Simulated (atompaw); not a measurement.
An all-electron radial function and its pseudo partner (I)

Columns: radius, all-electron u(r) and pseudo u(r) of the 5p shell (level -9.06 eV) of iodine in the configuration [Kr] 4d10 5s2 5p4.75; PBE, scalar-relativistic, PAW (atompaw) scheme, atompaw 4.2.0.5.

| r (bohr) | all-electron | pseudo |
| --- | --- | --- |
| 0.085 | -0.1113 | 0.0044 |
| 0.169 | 0.1537 | 0.0174 |
| 0.254 | 0.2054 | 0.0388 |
| 0.338 | 0.0553 | 0.0675 |
| 0.423 | -0.1385 | 0.1034 |
| 0.508 | -0.2789 | 0.1450 |
| 0.592 | -0.3381 | 0.1907 |
| 0.677 | -0.3243 | 0.2402 |
| 0.762 | -0.2564 | 0.2916 |
| 0.846 | -0.1568 | 0.3432 |
| 0.931 | -0.0402 | 0.3949 |
| 1.015 | 0.0784 | 0.4443 |
| 1.100 | 0.1939 | 0.4917 |
| 1.185 | 0.2998 | 0.5356 |
| 1.269 | 0.3926 | 0.5750 |
| 1.354 | 0.4734 | 0.6103 |
| 1.438 | 0.5405 | 0.6405 |
| 1.523 | 0.5958 | 0.6660 |
| 1.608 | 0.6396 | 0.6867 |
| 1.692 | 0.6725 | 0.7025 |
| 1.777 | 0.6964 | 0.7139 |
| 1.862 | 0.7119 | 0.7210 |
| 1.946 | 0.7201 | 0.7241 |
| 2.031 | 0.7221 | 0.7233 |
| 2.115 | 0.7189 | 0.7190 |
| 2.200 | 0.7110 | 0.7110 |

(1) How many radial nodes do the two functions have?

(2) Where does each function peak?

(3) Is the pseudo-wave norm-conserving?

## Answers

(1) The all-electron 5p function has n − l − 1 = 3; the pseudo-wave has 0, since the states of the same l below it are removed with the core.

(2) Outermost all-electron maximum near 2.03 bohr, pseudo maximum near 1.95 bohr (to the table’s step).

(3) No, it belongs to a PAW set: the norm inside the radius is not constrained, and the difference is carried by the augmentation charge.
